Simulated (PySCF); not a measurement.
**SMILES C(=C\C=C)/[SiH3], C₄H₈Si**

Geometry (Å), atoms numbered from 1 in this order:
```xyz
13

C    -2.2773    0.1236   -1.6399
C    -1.6321    0.2165   -0.4685
C    -0.1965    0.0445   -0.3161
C     0.4651    0.1322    0.8551
Si    2.3071   -0.0949    1.0251
H    -1.7384   -0.0925   -2.5678
H    -3.3589    0.2596   -1.7112
H    -2.1983    0.4340    0.4450
H     0.3593   -0.1714   -1.2389
H    -0.1264    0.3489    1.7557
H     2.8934   -0.3704   -0.3223
H     2.9501    1.1290    1.5987
H     2.6274   -1.2350    1.9406
```

Level of theory: TDDFT B3LYP/def2-SVPD excited states, vertical, gas phase in PySCF. Geometry: PBE0-D3(BJ)/def2-SVP.

States above about 6.8 eV lie in this functional's continuum (it starts at minus the energy of the highest occupied orbital, well below the true ionisation energy for most functionals) and depend on the basis.

How strongly do the lowest singlets absorb one photon, and two photons of half the energy?

δ for parallel linear polarisation; σ at the peak of a Lorentzian of half width 0.1 eV, single beam; Ω is circular over linear.
```tsv
state	E (eV)	f	photon λ (nm)	δ (au)	σ (GM)	Ω	main
S1	5.41	0.854	458	0.88	0.01	1.50	HOMO→LUMO 0.97
S2	6.22	0.003	399	0.81	0.01	1.50	HOMO−1→LUMO 0.97
S3	6.36	0.000	390	21.7	0.32	1.50	HOMO→LUMO+1 0.95
S4	6.64	0.001	373	1990	32.26	0.65	HOMO→LUMO+5 0.52, HOMO−2→LUMO 0.45
S5	6.71	0.000	370	5.63	0.09	1.33	HOMO→LUMO+4 0.42, HOMO→LUMO+3 0.36
```

Among these, the strongest one-photon state is S1, the strongest two-photon state S4, with a dipole change of 0.9 D (relaxed, norm of the difference vector).
